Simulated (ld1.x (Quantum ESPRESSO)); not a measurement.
## How hard is this I (Z = 53) TM potential?

- Element: I
- Generator: ld1.x (Quantum ESPRESSO) 7.5
- Type: norm-conserving Troullier–Martins (Kleinman–Bylander form)
- Functional: PBE
- Relativity: fully relativistic
- Frozen core: [Kr] 4d10
- Valence charge: 7
- Reference configuration: 5s2 5p5
- Partial waves: 5p (bound): rc 1.45 bohr; 5d channel at -0.05 Ry: rc 1.35 bohr; 5s (bound): rc 1.65 bohr
- Local potential: the s channel
- Core correction: Bessel-smoothed model core, default radius (core density twice the valence density)

Open shells are filled in proportion to 2j + 1 (rel_dist='average').

The pseudo-atom Hamiltonian at the reference potential is diagonalised in spherical Bessel functions j_l(qr) that vanish at 20 bohr, with q² up to the cutoff. All-electron valence levels (Ry): 5p1/2 -0.5715, 5p3/2 -0.4981, 5s -1.2778.

Question: How do the lowest levels (Ry) of each channel move with the cutoff, and are there ghosts?

Answer:

```
cutoff (Ry)  p1/2 #1  p1/2 #2   p3/2 #1  p3/2 #2  p3/2 #3  d3/2 #1  d5/2 #1  d5/2 #2     s #1     s #2    f #1  Σ f·Δε (mRy)
          8  -0.5727   0.0255   -0.5872   0.0251   0.1136   0.0524   0.0524   0.1081  -1.2007  -0.0320  0.1152         453.2
         21  -0.6987   0.0214   -0.7754   0.0191   0.1046   0.0514   0.0514   0.1064  -1.2655  -0.0372  0.1152        1160.7
         45  -7.4941  -0.5489   -8.5194  -0.4395   0.0298   0.0510   0.0510   0.1058  -1.2772  -0.0379  0.1152         234.1
         80  -9.6094  -0.5703  -12.3618  -0.4932   0.0279   0.0509   0.0510   0.1057  -1.2778  -0.0380  0.1152          18.1
        140  -9.7262  -0.5712  -12.8634  -0.4976   0.0277   0.0508   0.0509   0.1056  -1.2779  -0.0380  0.1152           1.9
        260  -9.7685  -0.5715  -12.9093  -0.4980   0.0277   0.0501   0.0506   0.1051  -1.2779  -0.0380  0.1152           0.1
        400  -9.7718  -0.5715  -12.9125  -0.4981   0.0277   0.0406   0.0484   0.1021  -1.2779  -0.0380  0.1152           0.0
```

Result: ghost states, extra bound levels that the all-electron valence spectrum of the same l lacks: p3/2 at -175.7 eV, p1/2 at -133.0 eV (a true bound ghost makes a file unfit for plane-wave use); 10 mRy is reached at 110 Ry and 1 mRy at 200 Ry.
